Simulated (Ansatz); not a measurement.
The cluster Cd7Se6Br2, 15 atoms. Hardware: 2 threads of AMD EPYC 7R13 on a shared host and a share (18 GiB) of an NVIDIA H100 80GB HBM3.

In the def2 sets Cd takes a core potential; there is no spin–orbit coupling. Correlated methods freeze 72 core orbitals; core or outer-core shells of Cd, Se, Br are correlated, in sets that lack core-valence functions. Single mean-field runs in def2-SVP, def2-TZVP are fitted with def2-universal-jkfit.

**Question.** How many basis functions does each of these Ansatz runs have, and roughly what does it cost? MP2/def2-SVP, charge 0 singlet, energy, from earlier orbitals; PBE0-D4/def2-TZVP, charge 0 singlet, energy, from earlier orbitals; r2SCAN-D4/def2-SVP, charge 0 singlet, energy, from earlier orbitals; PBE-D4/def2-TZVP, charge 0 singlet, energy, from earlier orbitals; PBE0-D4/def2-SVP, charge 0 singlet, energy, from earlier orbitals; RPA@PBE/def2-SVP, charge 0 singlet, energy, from earlier orbitals; PBE-D4/def2-SVP, charge 0 singlet, relaxation, 48 steps; BLYP-D4/def2-SVP, charge 0 singlet, energy, from earlier orbitals; PBE-D4/def2-SVP, charge 0 singlet, energy and forces, from earlier orbitals.

**Answer.** Other jobs shared the machine, so times can vary by a factor of up to 3.

```csv
run,functions,fitting or Cholesky vectors,wall time,peak host memory (GiB)
"PBE-D4/def2-TZVP, charge 0 singlet, energy, from earlier orbitals",664,3913,4.4 s,1.1
"BLYP-D4/def2-SVP, charge 0 singlet, energy, from earlier orbitals",473,3913,4.4 s,1.1
"PBE-D4/def2-SVP, charge 0 singlet, energy and forces, from earlier orbitals",473,3913,5.5 s,1.2
"PBE0-D4/def2-SVP, charge 0 singlet, energy, from earlier orbitals",473,3913,6 s,1.1
"r2SCAN-D4/def2-SVP, charge 0 singlet, energy, from earlier orbitals",473,3913,6.5 s,1.1
"PBE0-D4/def2-TZVP, charge 0 singlet, energy, from earlier orbitals",664,3913,6.5 s,1.1
"MP2/def2-SVP, charge 0 singlet, energy, from earlier orbitals",473,4744,10 s,1.4
"RPA@PBE/def2-SVP, charge 0 singlet, energy, from earlier orbitals",473,4744,11 s,2.9
"PBE-D4/def2-SVP, charge 0 singlet, relaxation, 48 steps",473,3913,3 min,1.2
```
